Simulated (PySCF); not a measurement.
A structure optimised at ωB97X-D3(BJ)/def2-SVP, used in a PySCF frequency run:

```xyz
7

Ge    -0.4017    -0.3939     0.0000
N      0.9492    -1.6051     0.0000
Cl     0.3267     1.6579     0.0000
H     -1.2095    -0.5593    -1.2871
H     -1.2095    -0.5593     1.2871
H      1.5379    -1.6125     0.8291
H      1.5379    -1.6125    -0.8291
```

Write its SMILES, formula and point group.

[NH2][GeH2][Cl], ClGeH4N, Cs

What are its rotational constants (standard atomic weights)?

12.581, 3.2480, 2.7125 GHz
